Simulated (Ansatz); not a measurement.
Steps of a relaxation of `C[SiH](F)N[SiH](O)O` with RKS PBE0-D4/def2-TZVP.

```sh
$ ansatz run in.yaml --threads 2 --pin off --events-out ev --progress --plain --max-ram 22528MiB --backend cuda --devices 0, --max-vram 18GiB
```

```yaml
crystal:
  periodic: [false, false, false]
  atoms:
    - {symbol: C, position_ang: [1.319030, -2.193070, -0.661460]}
    - {symbol: Si, position_ang: [0.525300, -1.009110, 0.575540]}
    - {symbol: F, position_ang: [1.657500, 0.037300, 1.091430]}
    - {symbol: N, position_ang: [-0.654030, -0.026800, -0.188140]}
    - {symbol: Si, position_ang: [-1.185040, 1.555940, 0.319040]}
    - {symbol: O, position_ang: [0.109120, 2.515670, 0.483360]}
    - {symbol: O, position_ang: [-2.160560, 2.181120, -0.810170]}
    - {symbol: H, position_ang: [2.098770, -2.776190, -0.182620]}
    - {symbol: H, position_ang: [0.594090, -2.889240, -1.070580]}
    - {symbol: H, position_ang: [1.769640, -1.657800, -1.491780]}
    - {symbol: H, position_ang: [0.102230, -1.633600, 1.824790]}
    - {symbol: H, position_ang: [-1.286170, -0.497750, -0.811690]}
    - {symbol: H, position_ang: [-1.992620, 1.480490, 1.524720]}
    - {symbol: H, position_ang: [0.900290, 2.147510, 0.868310]}
    - {symbol: H, position_ang: [-1.797540, 2.765530, -1.470770]}
basis:
  gaussian: {orbitals: def2-TZVP}
hamiltonian: {xc: pbe0, dispersion: d4}
relax: {f_tol: 0.005, max_steps: 150}
```

Positions (Å) and forces (eV/Å) along the path, 10 of 21 steps:

```xyz
15
step=1 energy=-25218.6589 eV
C     1.319   -2.193   -0.661   -0.314    0.368    0.606
Si    0.525   -1.009    0.576    0.731    0.297   -0.939
F     1.657    0.037    1.091   -0.183   -0.117   -0.101
N    -0.654   -0.027   -0.188    0.092    0.219    0.542
Si   -1.185    1.556    0.319    0.216   -0.643   -0.466
O     0.109    2.516    0.483    0.044    0.429    0.089
O    -2.161    2.181   -0.810   -0.428    0.100   -0.185
H     2.099   -2.776   -0.183    0.171   -0.159    0.163
H     0.594   -2.889   -1.071   -0.230   -0.175   -0.068
H     1.770   -1.658   -1.492    0.019    0.242   -0.107
H     0.102   -1.634    1.825   -0.198   -0.357    0.295
H    -1.286   -0.498   -0.812   -0.161   -0.087   -0.217
H    -1.993    1.480    1.525   -0.198   -0.028    0.463
H     0.900    2.148    0.868    0.305   -0.158    0.067
H    -1.798    2.766   -1.471    0.135    0.070   -0.143
15
step=5 energy=-25218.7512 eV
C     1.267   -2.158   -0.670   -0.023   -0.075   -0.038
Si    0.590   -0.982    0.582   -0.045    0.200   -0.077
F     1.733    0.081    1.004    0.027   -0.044    0.013
N    -0.676   -0.026   -0.067   -0.012    0.041    0.008
Si   -1.244    1.554    0.374    0.082   -0.102   -0.140
O     0.032    2.509    0.741    0.074   -0.104    0.047
O    -2.094    2.173   -0.879   -0.048   -0.008    0.021
H     2.080   -2.745   -0.238    0.021   -0.014   -0.006
H     0.498   -2.859   -1.010    0.002    0.009    0.029
H     1.649   -1.627   -1.544    0.008    0.023    0.005
H     0.249   -1.671    1.850   -0.019    0.014    0.004
H    -1.199   -0.427   -0.835    0.056   -0.016    0.074
H    -2.190    1.502    1.501   -0.037    0.047    0.038
H     0.896    2.087    0.771   -0.091    0.024    0.018
H    -1.591    2.590   -1.581    0.007    0.005    0.002
15
step=7 energy=-25218.7505 eV rejected
C     1.233   -2.173   -0.681   -0.041   -0.018   -0.033
Si    0.649   -0.921    0.558    0.124    0.090   -0.017
F     1.833    0.153    0.849   -0.192   -0.188   -0.047
N    -0.669   -0.018   -0.056   -0.118   -0.054   -0.160
Si   -1.290    1.536    0.384    0.083    0.293    0.020
O    -0.035    2.445    0.944    0.527   -0.689   -0.177
O    -2.029    2.196   -0.931    0.422    0.120   -0.111
H     2.085   -2.734   -0.286   -0.049    0.030   -0.030
H     0.437   -2.894   -0.911    0.112    0.106    0.039
H     1.542   -1.689   -1.616   -0.051   -0.056    0.132
H     0.375   -1.534    1.885    0.049    0.057   -0.071
H    -1.176   -0.440   -0.830    0.142    0.054    0.185
H    -2.356    1.485    1.416    0.132    0.003   -0.141
H     0.846    2.017    0.880   -0.835    0.448    0.071
H    -1.445    2.572   -1.607   -0.307   -0.196    0.340
15
step=8 energy=-25218.7652 eV
C     1.251   -2.172   -0.670    0.025    0.066   -0.020
Si    0.618   -0.939    0.554    0.052   -0.006    0.084
F     1.784    0.122    0.913    0.006   -0.005   -0.034
N    -0.670   -0.013   -0.087    0.059   -0.105   -0.069
Si   -1.263    1.547    0.366    0.000   -0.019    0.136
O     0.003    2.461    0.853   -0.006   -0.068   -0.003
O    -2.061    2.210   -0.895   -0.003    0.057   -0.073
H     2.092   -2.736   -0.259   -0.025    0.021    0.015
H     0.470   -2.886   -0.940   -0.018   -0.025   -0.023
H     1.588   -1.664   -1.577   -0.009   -0.038   -0.025
H     0.311   -1.581    1.855   -0.024    0.023    0.008
H    -1.200   -0.464   -0.821    0.004    0.059    0.045
H    -2.267    1.478    1.446   -0.002    0.024   -0.025
H     0.870    2.045    0.853   -0.037    0.016   -0.001
H    -1.526    2.593   -1.592   -0.022    0.001   -0.015
15
step=9 energy=-25218.7728 eV
C     1.235   -2.174   -0.675    0.011    0.009    0.012
Si    0.642   -0.917    0.547    0.053    0.067   -0.008
F     1.825    0.146    0.844   -0.037   -0.047   -0.017
N    -0.659   -0.009   -0.094    0.005   -0.066   -0.013
Si   -1.279    1.538    0.371    0.006    0.055    0.087
O    -0.025    2.426    0.940    0.021   -0.152   -0.032
O    -2.032    2.231   -0.905    0.089    0.041   -0.058
H     2.087   -2.726   -0.271   -0.009   -0.010   -0.013
H     0.447   -2.896   -0.907    0.011   -0.003    0.004
H     1.548   -1.693   -1.607   -0.024   -0.018    0.052
H     0.352   -1.512    1.877    0.027    0.005   -0.037
H    -1.190   -0.480   -0.815   -0.008    0.069    0.018
H    -2.330    1.462    1.407    0.032    0.003   -0.044
H     0.849    2.023    0.890   -0.115    0.076    0.006
H    -1.472    2.582   -1.602   -0.063   -0.029    0.042
15
step=10 energy=-25218.7764 eV
C     1.217   -2.192   -0.671   -0.038    0.039   -0.079
Si    0.674   -0.878    0.519    0.124    0.020    0.051
F     1.877    0.190    0.732   -0.151   -0.113   -0.041
N    -0.654    0.004   -0.107    0.024   -0.120   -0.002
Si   -1.306    1.531    0.379    0.072    0.209    0.115
O    -0.075    2.377    1.069    0.045   -0.368   -0.184
O    -1.988    2.273   -0.915    0.248    0.025   -0.062
H     2.088   -2.726   -0.282   -0.033    0.017   -0.016
H     0.420   -2.927   -0.837    0.085    0.082    0.024
H     1.486   -1.749   -1.638   -0.035   -0.073    0.118
H     0.439   -1.430    1.880    0.016    0.062   -0.071
H    -1.179   -0.484   -0.822    0.001    0.095    0.021
H    -2.421    1.430    1.349    0.112    0.014   -0.096
H     0.812    2.004    0.951   -0.302    0.188    0.050
H    -1.391    2.577   -1.608   -0.166   -0.077    0.170
15
step=17 energy=-25218.8073 eV
C     1.166   -2.260   -0.622    0.015    0.005    0.000
Si    0.744   -0.787    0.414   -0.014    0.001    0.007
F     1.977    0.257    0.377   -0.011   -0.008   -0.002
N    -0.642    0.008   -0.200   -0.001   -0.007   -0.005
Si   -1.351    1.464    0.399    0.014   -0.025   -0.011
O    -0.227    2.161    1.360    0.020    0.007    0.015
O    -1.876    2.373   -0.858   -0.003    0.018   -0.014
H     2.086   -2.728   -0.264    0.008   -0.004   -0.001
H     0.371   -3.008   -0.578   -0.010   -0.001    0.008
H     1.315   -1.977   -1.667    0.004    0.001   -0.008
H     0.597   -1.116    1.850    0.010    0.003    0.009
H    -1.063   -0.397   -1.023   -0.011    0.014   -0.005
H    -2.555    1.274    1.224    0.001    0.001    0.002
H     0.698    2.093    1.110   -0.020    0.002   -0.003
H    -1.239    2.643   -1.522   -0.002   -0.008    0.010
15
step=18 energy=-25218.8076 eV
C     1.166   -2.263   -0.620    0.003    0.004    0.007
Si    0.743   -0.784    0.409   -0.014    0.002    0.002
F     1.972    0.263    0.358    0.011    0.000   -0.001
N    -0.647    0.006   -0.204    0.007   -0.016   -0.002
Si   -1.353    1.461    0.400    0.006   -0.010   -0.001
O    -0.231    2.147    1.373    0.015    0.001    0.002
O    -1.867    2.381   -0.853   -0.004    0.011   -0.010
H     2.091   -2.724   -0.264    0.001   -0.001    0.000
H     0.374   -3.014   -0.564    0.000    0.003    0.001
H     1.308   -1.987   -1.668    0.000   -0.001   -0.005
H     0.604   -1.102    1.848   -0.001    0.000   -0.005
H    -1.063   -0.390   -1.035   -0.007    0.007    0.004
H    -2.561    1.272    1.220    0.001    0.001    0.002
H     0.693    2.093    1.116   -0.020    0.001    0.002
H    -1.228    2.642   -1.518    0.002   -0.004    0.005
15
step=20 energy=-25218.8077 eV
C     1.166   -2.264   -0.618   -0.003   -0.002   -0.003
Si    0.744   -0.780    0.403    0.003    0.002   -0.001
F     1.974    0.266    0.342   -0.003   -0.002    0.001
N    -0.650    0.004   -0.207    0.002   -0.004   -0.003
Si   -1.355    1.459    0.401    0.000    0.007    0.003
O    -0.237    2.136    1.384   -0.012   -0.005   -0.004
O    -1.859    2.387   -0.851   -0.005   -0.001    0.005
H     2.094   -2.720   -0.265   -0.002    0.001   -0.001
H     0.376   -3.017   -0.551    0.004    0.003   -0.001
H     1.300   -1.997   -1.669   -0.001   -0.001    0.006
H     0.610   -1.090    1.845    0.000    0.000   -0.002
H    -1.067   -0.389   -1.038    0.002    0.001    0.004
H    -2.567    1.269    1.214    0.000    0.000   -0.001
H     0.686    2.094    1.124    0.010    0.002    0.000
H    -1.215    2.642   -1.514    0.004    0.000   -0.002
15
step=21 energy=-25218.8077 eV
C     1.166   -2.264   -0.618    0.000   -0.001   -0.002
Si    0.744   -0.780    0.403   -0.002    0.002    0.003
F     1.974    0.266    0.341    0.001    0.000    0.000
N    -0.650    0.004   -0.207   -0.001    0.000   -0.003
Si   -1.355    1.459    0.401    0.002   -0.002    0.005
O    -0.237    2.136    1.385    0.000    0.001    0.000
O    -1.858    2.387   -0.851    0.001    0.001   -0.003
H     2.094   -2.720   -0.265    0.000    0.000    0.000
H     0.376   -3.017   -0.551    0.000    0.000    0.000
H     1.299   -1.996   -1.669    0.000    0.000    0.000
H     0.611   -1.091    1.844    0.000    0.000    0.001
H    -1.068   -0.389   -1.038    0.000   -0.001    0.000
H    -2.567    1.269    1.213    0.000    0.000    0.000
H     0.686    2.096    1.125   -0.001    0.000    0.000
H    -1.214    2.640   -1.514    0.000    0.000    0.000
```

It took 43 s on 2 threads of an AMD EPYC 7R13 on a shared host and a share of an NVIDIA H100 80 GB, with 0.96 GiB of host memory at the peak.
